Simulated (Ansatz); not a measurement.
Start from `[SiH3][SiH2][GeH2][GeH2][SiH2][GeH3]` and change one atom or group to get `[SiH3][GeH2][GeH2][SiH2][GeH3]`.

Ansatz, PBE0-D4/def2-TZVP geometries, multiplicity 1. Each molecule was computed in one conformer, which needn't be the lowest.

Scalar relativity is left out up to krypton.

```
                                          property  `[SiH3][SiH2][GeH2][GeH2][SiH2][GeH3]`
  size of the dipole moment (B3LYP/def2-TZVPP) / D                                    0.19
size of the dipole moment (ωB97M-V/def2-TZVPP) / D                                    0.18
                 LUMO energy (PBE/def2-TZVPP) / eV                                   -1.30
               LUMO energy (B3LYP/def2-TZVPP) / eV                                   -0.68
               HOMO energy (B3LYP/def2-TZVPP) / eV                                   -7.48
             HOMO–LUMO gap (B3LYP/def2-TZVPP) / eV                                    6.80
```

(1) What does the change do to each property? (An estimate is asked.)

Answers

(1) Computed: 
| property | `[SiH3][GeH2][GeH2][SiH2][GeH3]` | shift |
| --- | --- | --- |
| size of the dipole moment (B3LYP/def2-TZVPP) / D | 0.16 | -0.03 |
| size of the dipole moment (ωB97M-V/def2-TZVPP) / D | 0.15 | -0.03 |
| LUMO energy (PBE/def2-TZVPP) / eV | -1.12 | 0.18 |
| LUMO energy (B3LYP/def2-TZVPP) / eV | -0.54 | 0.14 |
| HOMO energy (B3LYP/def2-TZVPP) / eV | -7.50 | -0.02 |
| HOMO–LUMO gap (B3LYP/def2-TZVPP) / eV | 6.96 | 0.16 |

Dipoles are sizes alone; their direction can turn.

B3LYP here is the variant with VWN-RPA as its local correlation; programs differ in this.
